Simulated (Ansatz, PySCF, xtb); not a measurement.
Stretching the Ge1–H4 bond in GeH4O2 (SMILES [OH][GeH2][OH]) (multiplicity 1 held, fragments rigid). Energies count from the point at 1.534 Å.
Geometry at that point (charge 0, multiplicity 1):
```xyz
7

Ge     0.3388    -0.0657     0.0076
O     -0.4294     1.4326     0.6050
O     -0.9067    -1.1736    -0.6349
H      1.0267    -0.6379     1.2533
H      1.2437     0.1980    -1.2024
H     -0.8834     1.9237    -0.0877
H     -1.5407    -1.4539     0.0334
```

Restricted levels (R-, RO-) in cc, def2 and unpolarised 6-31G sets keep to the state of the molecule at rest. U- levels take the lowest unrestricted solution at each point, which mixes spins at long bonds. Levels need not reach the same state.

Rows in LANL2DZ carry no dispersion term and start afresh at each structure. LANL2DZ brings its own core potentials from Na on.

Programs: Ansatz (Gaussian orbitals); PySCF for LANL2DZ rows; xtb for the GFN methods. Values without a source in brackets are computed. The GFN methods have no spin term and hold the electronic entropy of 300 K.

One of these levels gives 111.81 kcal/mol for the energy at R = 4.908 Å. Which one is it?
(A) GFN2-xTB
(B) R-PBE/cc-pVTZ
(C) R-B3LYP/cc-pVTZ
(D) U-HF/LANL2DZ

B, R-PBE/cc-pVTZ. The others give 90.81 (GFN2-xTB), 70.16 (U-HF/LANL2DZ), 124.24 (R-B3LYP/cc-pVTZ)

Doubts at one or more of the structures used: a spin-contaminated determinant (U-HF/LANL2DZ); a restricted determinant that unrestricted orbitals would lower (R-PBE/cc-pVTZ, R-B3LYP/cc-pVTZ).

Ansatz is a quantum-chemistry and plane-wave program.
